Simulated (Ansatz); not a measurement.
## Nudged elastic band run: Cl3FH2OSi

Input file:

```yaml
crystal:
  periodic: [false, false, false]
  atoms:
    - { symbol: Si, position_ang: [-0.828095, 0.426781, -0.63202] }
    - { symbol: F, position_ang: [-0.614975, -1.168849, -0.521534] }
    - { symbol: Cl, position_ang: [-2.262669, 0.694186, -2.067812] }
    - { symbol: Cl, position_ang: [-1.495054, 1.196007, 1.124773] }
    - { symbol: Cl, position_ang: [0.902418, 1.30258, -1.278236] }
    - { symbol: H, position_ang: [0.945215, -1.431055, 1.146526] }
    - { symbol: O, position_ang: [1.295337, -0.567514, 1.406245] }
    - { symbol: H, position_ang: [2.057823, -0.452037, 0.822057] }
basis:
  gaussian: { orbitals: def2-SVP }
hamiltonian:
  xc: b3lyp
  dispersion: d4
neb:
  order_check: false
  images: 5
  f_tol: 0.05
  max_iterations: 59
  final_atoms:
    - { symbol: Si, position_ang: [-0.1643567, 0.79320534, -0.32033287] }
    - { symbol: F, position_ang: [-0.81503565, -2.19837839, 0.91583803] }
    - { symbol: Cl, position_ang: [-1.12900122, 0.02681989, -1.94788301] }
    - { symbol: Cl, position_ang: [-1.49370127, 1.28871326, 1.13524612] }
    - { symbol: Cl, position_ang: [0.9234878, 2.43626257, -0.90250288] }
    - { symbol: H, position_ang: [-0.01948277, -1.71181158, 0.83842146] }
    - { symbol: O, position_ang: [0.90038075, -0.31134111, 0.3204151] }
    - { symbol: H, position_ang: [1.79770906, -0.32337098, -0.03920294] }
  initial_path:
    images:
      - { positions_ang: [[-0.828095, 0.426781, -0.63202], [-0.614975, -1.168849, -0.521534], [-2.262669, 0.694186, -2.067812], [-1.495054, 1.196007, 1.124773], [0.902418, 1.30258, -1.278236], [0.945215, -1.431055, 1.146526], [1.295337, -0.567514, 1.406245], [2.057823, -0.452037, 0.822057]] }
      - { positions_ang: [[-0.69773547, 0.45778942, -0.50394707], [-0.7162435, -1.20838548, -0.19063441], [-1.87587856, 0.41171908, -2.05220704], [-1.53511739, 1.23266332, 1.13570631], [0.86838966, 1.55415092, -1.11679206], [0.71160768, -1.39005665, 1.02381306], [1.25191256, -0.5261017, 1.14759699], [1.99306502, -0.53167992, 0.55646323]] }
      - { positions_ang: [[-0.56737593, 0.48879785, -0.37587414], [-0.817512, -1.24792196, 0.14026517], [-1.48908813, 0.12925215, -2.03660208], [-1.57518078, 1.26931964, 1.14663962], [0.83436133, 1.80572185, -0.95534812], [0.47800035, -1.3490583, 0.90110012], [1.20848812, -0.4846894, 0.88894899], [1.92830704, -0.61132284, 0.29086945]] }
      - { positions_ang: [[-0.4370164, 0.51980627, -0.24780121], [-0.9187805, -1.28745844, 0.47116476], [-1.10229769, -0.15321477, -2.02099712], [-1.61524418, 1.30597596, 1.15757293], [0.80033299, 2.05729277, -0.79390418], [0.24439303, -1.30805995, 0.77838717], [1.16506367, -0.4432771, 0.63030098], [1.86354906, -0.69096575, 0.02527568]] }
      - { positions_ang: [[-0.34612983, 0.6109393, -0.27197843], [-0.88419888, -1.59109842, 0.61938918], [-1.11119887, -0.09320321, -1.99662575], [-1.57472988, 1.30022172, 1.15013066], [0.8413846, 2.18361604, -0.83010375], [0.15643443, -1.44264383, 0.7983986], [1.07683603, -0.39929843, 0.52700569], [1.8416024, -0.56843416, 0.00378281]] }
      - { positions_ang: [[-0.25524326, 0.70207232, -0.29615565], [-0.84961727, -1.8947384, 0.7676136], [-1.12010004, -0.03319166, -1.97225438], [-1.53421557, 1.29446749, 1.14268839], [0.8824362, 2.3099393, -0.86630331], [0.06847583, -1.57722771, 0.81841003], [0.98860839, -0.35531977, 0.42371039], [1.81965573, -0.44590257, -0.01771007]] }
      - { positions_ang: [[-0.1643567, 0.79320534, -0.32033287], [-0.81503565, -2.19837839, 0.91583803], [-1.12900122, 0.02681989, -1.94788301], [-1.49370127, 1.28871326, 1.13524612], [0.9234878, 2.43626257, -0.90250288], [-0.01948277, -1.71181158, 0.83842146], [0.90038075, -0.31134111, 0.3204151], [1.79770906, -0.32337098, -0.03920294]] }
```

Command:

```bash
$ ansatz run input.yaml --threads 2 --pin off --max-ram 3072MiB --backend cpu --events-out ev --progress --plain --runs-dir out
```

Output, in part (warnings, iteration lines, the closing report on the highest movable image, with atoms numbered from 0):

```
NEB end point (image 0): max|allowed force component| = 2.949e-2 eV/Å (the criterion of neb.relax_end_points is 1.000e-2)
NEB end point (image 6): max|allowed force component| = 1.534e-2 eV/Å (the criterion of neb.relax_end_points is 1.000e-2)
NEB iter   1: max|band force component| = 3.242e0 eV/Å  barrier→ = 1.7344 eV  barrier← = 1.4712 eV  Δτ_max = 0.1998 Å  (181 SCF iters)
NEB iter   2: max|band force component| = 2.149e0 eV/Å  barrier→ = 1.4219 eV  barrier← = 1.1587 eV  Δτ_max = 0.2000 Å  (149 SCF iters)
NEB iter   3: max|band force component| = 2.499e0 eV/Å  barrier→ = 1.2460 eV  barrier← = 0.9827 eV  Δτ_max = 0.0980 Å  (144 SCF iters)
NEB iter   4: max|band force component| = 1.098e0 eV/Å  barrier→ = 1.0616 eV  barrier← = 0.7983 eV  Δτ_max = 0.0965 Å  (137 SCF iters)
NEB iter   5: max|band force component| = 8.458e-1 eV/Å  barrier→ = 0.9994 eV  barrier← = 0.7361 eV  Δτ_max = 0.0807 Å  (144 SCF iters)
NEB iter   6: max|band force component| = 5.791e-1 eV/Å  barrier→ = 0.9580 eV  barrier← = 0.6948 eV  Δτ_max = 0.0988 Å  (142 SCF iters)
NEB iter   7: max|band force component| = 5.195e-1 eV/Å  barrier→ = 0.9315 eV  barrier← = 0.6682 eV  Δτ_max = 0.0967 Å  (144 SCF iters)
NEB iter   8: max|band force component| = 7.326e-1 eV/Å  barrier→ = 0.9380 eV  barrier← = 0.6747 eV  CI = image 4  Δτ_max = 0.0999 Å  (140 SCF iters)
NEB iter   9: max|band force component| = 8.186e-1 eV/Å  barrier→ = 1.1004 eV  barrier← = 0.8371 eV  CI = image 4  Δτ_max = 0.1001 Å  (144 SCF iters)
NEB iter  10: max|band force component| = 5.484e-1 eV/Å  barrier→ = 1.1526 eV  barrier← = 0.8893 eV  CI = image 4  Δτ_max = 0.1016 Å  (143 SCF iters)
NEB iter  11: max|band force component| = 6.196e-1 eV/Å  barrier→ = 1.1468 eV  barrier← = 0.8836 eV  CI = image 4  Δτ_max = 0.0362 Å  (136 SCF iters)
NEB iter  12: max|band force component| = 1.597e-1 eV/Å  barrier→ = 1.1337 eV  barrier← = 0.8704 eV  CI = image 4  Δτ_max = 0.0503 Å  (140 SCF iters)
NEB iter  13: max|band force component| = 1.576e-1 eV/Å  barrier→ = 1.1205 eV  barrier← = 0.8572 eV  CI = image 4  Δτ_max = 0.0251 Å  (137 SCF iters)
NEB iter  14: max|band force component| = 1.474e-1 eV/Å  barrier→ = 1.1157 eV  barrier← = 0.8525 eV  CI = image 4  Δτ_max = 0.0251 Å  (135 SCF iters)
NEB iter  15: max|band force component| = 1.331e-1 eV/Å  barrier→ = 1.1104 eV  barrier← = 0.8471 eV  CI = image 4  Δτ_max = 0.0251 Å  (134 SCF iters)
NEB iter  16: max|band force component| = 1.113e-1 eV/Å  barrier→ = 1.1062 eV  barrier← = 0.8429 eV  CI = image 4  Δτ_max = 0.0502 Å  (137 SCF iters)
NEB iter  17: max|band force component| = 6.736e-2 eV/Å  barrier→ = 1.1006 eV  barrier← = 0.8373 eV  CI = image 4  Δτ_max = 0.0979 Å  (131 SCF iters)
NEB iter  18: max|band force component| = 1.123e-1 eV/Å  barrier→ = 1.0994 eV  barrier← = 0.8361 eV  CI = image 4  Δτ_max = 0.0495 Å  (138 SCF iters)
NEB iter  19: max|band force component| = 7.827e-2 eV/Å  barrier→ = 1.0989 eV  barrier← = 0.8357 eV  CI = image 4  Δτ_max = 0.0496 Å  (129 SCF iters)
NEB iter  20: max|band force component| = 8.053e-2 eV/Å  barrier→ = 1.0989 eV  barrier← = 0.8356 eV  CI = image 4  Δτ_max = 0.0249 Å  (120 SCF iters)
NEB iter  21: max|band force component| = 4.039e-2 eV/Å  barrier→ = 1.0989 eV  barrier← = 0.8356 eV  CI = image 4  Δτ_max = 0.0000 Å  (245 SCF iters)
Total energy: -50230.58682129 eV, -1845.9400181680 hartree
Atom 0 at    -0.378123     0.395598    -0.165261 Å, force     0.000258    -0.001284     0.001738 eV/Å
Atom 1 at    -0.923170    -1.305351     0.518880 Å, force     0.003721     0.000023     0.000324 eV/Å
Atom 2 at    -1.171233    -0.148766    -1.991269 Å, force    -0.001892     0.000651     0.000688 eV/Å
Atom 3 at    -1.595798     1.334859     1.196034 Å, force     0.000524     0.000146    -0.000376 eV/Å
Atom 4 at     0.843363     2.002899    -0.791458 Å, force     0.000806     0.000280    -0.000073 eV/Å
Atom 5 at     0.274802    -1.352997     0.642742 Å, force    -0.004678    -0.005619     0.003260 eV/Å
Atom 6 at     1.035647    -0.491490     0.496873 Å, force    -0.002239     0.006285    -0.014596 eV/Å
Atom 7 at     1.914512    -0.434654     0.093458 Å, force     0.003500    -0.000480     0.009036 eV/Å
Dipole moment:     0.610073    -0.411908     0.099103 e Å
```

The forces met the threshold. A vibrational analysis at the climbing image gives one clearly imaginary mode, 818i cm⁻¹: a first-order saddle point. The orbitals stay closed-shell, which can raise the energy where a bond breaks towards radicals; this wasn't checked here.

Final band (atoms are numbered from 1 in the order of the input):

```tsv
image	path coordinate (Å)	energy (eV)	Si1–F2 (Å)	H6–O7 (Å)	Si1–O7 (Å)
0	0.00	0.00	1.61	0.97	3.11
1	0.82	0.19	1.62	0.97	2.71
2	1.65	0.52	1.65	0.97	2.12
3	2.47	0.58	1.66	0.97	1.97
4	3.29	1.10	1.91	1.16	1.80
5	4.00	0.45	2.58	1.58	1.68
6	4.72	0.26	3.30	1.75	1.66
```

Time of the run: 5.7 min on 2 threads of Intel(R) Xeon(R) Platinum 8488C (Sapphire Rapids), with other jobs on the host, peak memory 0.29 GiB.
